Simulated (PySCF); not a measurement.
## Two-component Hartree-Fock for Hf(40+) (hafnium, charge +40)

Start: [Ar] 3d10 4s2 4p2; 4p1/2 filled at m_j = -1/2, +1/2. Calculated with PySCF 2.14 in an even-tempered Gaussian basis (16 s from 4.8 bohr⁻², ratio 2.8; 13 p from 6.2 bohr⁻², ratio 2.8; 8 d from 11 bohr⁻², ratio 2.8; 4 f from 27 bohr⁻², ratio 3): generalised Hartree-Fock with the X2C-1e Hamiltonian and a Gaussian nucleus; one run each with spin-orbit coupling (SO) switched off, then screened by Boettger's factors.

| spinor shell | electrons | ε, spin-free (eV) | ε, screened SO (eV) | weight of nominal j (screened SO) | rms radius, screened SO (bohr) |
| --- | --- | --- | --- | --- | --- |
| 1s1/2 | 2 | -67558.1 | -67534.9 | 1.000 | 0.0215 |
| 2s1/2 | 2 | -13213.8 | -13204.3 | 1.000 | 0.0868 |
| 2p1/2 | 2 | -11831.1 | -12680.8 | 1.000 | 0.0738 |
| 2p3/2 | 4 | -11831.1 | -11477.0 | 1.000 | 0.0810 |
| 3s1/2 | 2 | -4407.4 | -4402.4 | 1.000 | 0.220 |
| 3p1/2 | 2 | -3983.5 | -4175.6 | 1.000 | 0.211 |
| 3p3/2 | 4 | -3983.5 | -3898.7 | 1.000 | 0.225 |
| 3d3/2 | 4 | -3495.1 | -3527.3 | 1.000 | 0.197 |
| 3d5/2 | 6 | -3495.1 | -3467.0 | 1.000 | 0.201 |
| 4s1/2 | 2 | -2044.1 | -2042.2 | 1.000 | 0.464 |
| 4p1/2 | 2 | -1904.6 | -1957.4 | 1.000 | 0.454 |

| quantity | spin-free | screened SO |
| --- | --- | --- |
| E (hartree) | -14054.06960 | -14073.47695 |
| M_J | 0 | 0 |
| ⟨J²⟩ | 2.001 | 0.000 |
| ⟨L²⟩ | 2.001 | 1.371 |
| ⟨S²⟩ | 2.000 | 1.371 |

Breit and QED terms are absent; they matter most for the inner s and p1/2 levels.

Densities and radii are taken from the X2C orbitals without a picture-change correction, which distorts them close to the nucleus.

Without spin-orbit coupling the j labels of p, d and f shells carry no meaning; the spin-free column gives the mean over the occupied spinors of each nl shell.
